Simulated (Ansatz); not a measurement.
`[SiH3]O/C=C\[TeH]`. The species carries charge 0 and has multiplicity 1. Te takes the def2 core potential. Geometry: relaxed with PBE0-D4/def2-TZVP. It is one conformer, not always the lowest.

```xyz
11

Si   -0.826   -0.866   -1.544
O     0.027   -0.436   -0.191
C     0.352    0.835    0.142
C     0.759    1.187    1.355
Te    0.971   -0.071    3.001
H    -2.253   -0.475   -1.410
H    -0.250   -0.190   -2.735
H    -0.695   -2.335   -1.648
H     0.286    1.573   -0.657
H     1.023    2.221    1.535
H     0.605   -1.442    2.152
```

Q: What is the dipole moment at r2SCAN/def2-TZVPP? (Best estimate.)

A: Ansatz gave: 1.54 D, with components (-0.48, 0.44, -1.40) D in this frame, pointing from negative to positive charge.

Q: And with PBE, B3LYP, ωB97M-V? (An estimate is asked.)

A: Ansatz gave: PBE 1.44 D, B3LYP 1.51 D, ωB97M-V 1.59 D.

Q: Give the Mulliken charges with r2SCAN, B3LYP, ωB97M-V in def2-TZVPP. (Estimate.)

A: Ansatz gave: 
| atom | r2SCAN | B3LYP | ωB97M-V |
| --- | --- | --- | --- |
| Si1 | 0.43 | 0.41 | 0.30 |
| O2 | -0.36 | -0.34 | -0.35 |
| C3 | 0.08 | 0.05 | 0.06 |
| C4 | -0.23 | -0.26 | -0.27 |
| Te5 | 0.11 | 0.16 | 0.13 |
| H6 | -0.07 | -0.06 | -0.03 |
| H7 | -0.07 | -0.07 | -0.03 |
| H8 | -0.06 | -0.06 | -0.02 |
| H9 | 0.09 | 0.10 | 0.11 |
| H10 | 0.07 | 0.09 | 0.09 |
| H11 | -0.01 | -0.02 | 0.00 |

B3LYP here is the variant with VWN-RPA as its local correlation; programs differ in this.
